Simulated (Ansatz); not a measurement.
One change: `N[SiH](O)CBr` becomes `N[SiH](O)[SbH2]`.

Ansatz, PBE0-D4/def2-TZVP geometries, multiplicity 1. Each molecule was computed in one conformer, which needn't be the lowest.

Elements past krypton have def2 core potentials. Scalar relativity is left out up to krypton.

```
                                          property  `N[SiH](O)CBr`
  size of the dipole moment (B3LYP/def2-TZVPP) / D            1.85
           HOMO–LUMO gap (ωB97M-V/def2-TZVPP) / eV           11.54
                HOMO energy (PBE0/def2-TZVPP) / eV           -7.60
size of the dipole moment (ωB97M-V/def2-TZVPP) / D            1.84
                 LUMO energy (PBE/def2-TZVPP) / eV           -1.24
             HOMO–LUMO gap (B3LYP/def2-TZVPP) / eV            6.85
```

(1) Give the same properties after the change, and the shifts. (An estimate is asked.)

Answers

(1) Computed: 
| property | `N[SiH](O)[SbH2]` | shift |
| --- | --- | --- |
| size of the dipole moment (B3LYP/def2-TZVPP) / D | 2.12 | 0.27 |
| HOMO–LUMO gap (ωB97M-V/def2-TZVPP) / eV | 10.23 | -1.31 |
| HOMO energy (PBE0/def2-TZVPP) / eV | -6.63 | 0.97 |
| size of the dipole moment (ωB97M-V/def2-TZVPP) / D | 2.21 | 0.37 |
| LUMO energy (PBE/def2-TZVPP) / eV | -0.87 | 0.37 |
| HOMO–LUMO gap (B3LYP/def2-TZVPP) / eV | 6.12 | -0.73 |

With PBE0 the HOMO rises by 0.97 eV and the LUMO rises by 0.17 eV, so the gap narrows by about 0.80 eV. PBE moves the HOMO by 0.71 eV and ωB97M-V by 1.20 eV. Dipoles are sizes alone; their direction can turn.

B3LYP here is the variant with VWN-RPA as its local correlation; programs differ in this.

Spin–orbit coupling is left out; it splits and shifts lone-pair levels of the heavy atoms by tenths of an eV.
